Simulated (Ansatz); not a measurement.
`[O]=[W](=[O])([F])[Cl]` + H₂O → `[O]=[W](=[O])([OH])[Cl]` + H–F at 700 K and 1 bar (formal hydrolysis of a W–F bond).

Computed with Ansatz on PBE0-D4/def2-TZVP structures; ΔE is electronic, products minus reactants. CCSD(T)/CBS is the MP2 limit (def2-TZVPP, def2-QZVPP) plus CCSD(T) − MP2 in def2-TZVPP, frozen cores. This one scheme is used for every species. def2 core potentials past Kr. For W outer-core shells are correlated without core-valence functions, which leaves a few kJ/mol of doubt a bond. One conformer a species, not always the lowest.

```csv
species,CCSD(T)/CBS energy (Eh),H − E (kJ/mol),S (J/(mol·K))
`[O]=[W](=[O])([F])[Cl]`,-777.07652,81.9,417.7
H₂O,-76.37941,80.5,218.4
`[O]=[W](=[O])([OH])[Cl]`,-753.05462,117.8,437.3
H–F,-100.39570,45.2,198.5
```

H − E and S are ideal-gas, rigid-rotor, harmonic terms from PBE0-D4/def2-TZVP, for one conformer and one mirror image of each species. 1 Eh = 2625.50 kJ/mol, R = 8.31446 J/(mol·K).

Problem. By hand: ΔE, ΔH, ΔS and ΔG.

Solution. ΔE = (-753.05462) + (-100.39570) − (-777.07652) − (-76.37941) = 0.00561 Eh = 14.7 kJ/mol. Δ(H − E) = 117.8 + 45.2 − 81.9 − 80.5 = 0.6, so ΔH = 15.3 kJ/mol. ΔS = 437.3 + 198.5 − 417.7 − 218.4 = -0.3 J/(mol·K). ΔG = 15.3 − 700 × (-0.3)/1000 = 15.5 kJ/mol.

Problem. By hand: the equilibrium constant, and the temperature at which ΔG would vanish if ΔH and ΔS stayed fixed.

Solution. log₁₀ K = −ΔG/(RT ln 10) = -1.2. ΔH and −TΔS have one sign here, so there is no such temperature.

The number of gas molecules stays the same, so ΔS is small and ΔH decides. A doubt of 5 kJ/mol in ΔE shifts log₁₀ K by 0.4 here. Other conformers and mirror images would add mixing entropy, several J/(mol·K) or more a flexible species. These are equilibria of isolated gas molecules and say nothing of rates. Largest T1 diagnostic: 0.022 (customary marks: 0.02 for closed shells, 0.045 for open ones).

ΔS is within the doubt of such terms, so its sign, and with it that verdict, could turn.
